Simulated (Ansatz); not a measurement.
Ansatz results at the PBE0-D4/def2-TZVP geometry: size of the dipole moment (B3LYP/def2-TZVPP) 1.22 D; zero-point energy (PBE0-D4/def2-TZVP) 31.8 kJ/mol; size of the dipole moment (ωB97M-V/def2-TZVPP) 1.24 D.

(1) Which molecule gave them?
A. `[F][GeH][F]`•
B. `[CH2][N](C)[In]([Cl])[Cl]`•
C. `F[SiH]Cl`•
D. `[F][AlH]`•

Results:

(1) C. The others give `[F][GeH][F]`•: 2.47, 29.2, 2.51; `[F][AlH]`•: 1.62, 19.0, 1.68; `[CH2][N](C)[In]([Cl])[Cl]`•: 6.35, 190.5, 6.41.

B3LYP here is the variant with VWN-RPA as its local correlation; programs differ in this.
